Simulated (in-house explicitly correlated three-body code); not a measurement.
Computed with an exponentially correlated three-body code. Model: two electrons around a point charge, non-relativistic, variational in 260 exponentially correlated functions (energies converged to about 1e-7 hartree, or 1e-8 relative for large Z).

Command:
```bash
python run_hyl.py task.json out
```
Settings (lengths in bohr, energies in hartree):
```
Z                      12
screening              10.8
interaction_strength   1
functions              260
states_tried           1
```

Cost of the run: 5.9 s on 1 thread of Intel(R) Xeon(R) Platinum 8488C (Sapphire Rapids), on a shared host.

**Ground state only, binding against the one-electron ion.**

Given: nuclear charge 12; Yukawa screening of all interactions 10.8 1/bohr.

Computed: one-electron threshold -3.50124391 hartree.

```tsv
term	energy (hartree)	binding (eV)
1 1S	-6.38603336	78.499
```

**Converged states only, values per electron or pair (inverse distances are <exp(-kr)/r>).**

| term | mean r (bohr) | mean r squared (bohr²) | mean inverse r (1/bohr) | mean r12 (bohr) | mean inverse r12 (1/bohr) | mean cosine | mean p1 dot p2 (bohr⁻²) | delta r1 (bohr⁻³) | delta r12 (bohr⁻³) |
| --- | --- | --- | --- | --- | --- | --- | --- | --- | --- |
| 1 1S | 0.28038 | 0.12498 | 2.2708 | 0.42563 | 0.56733 | -0.0050836 | 0.22535 | 177.07 | 10.586 |
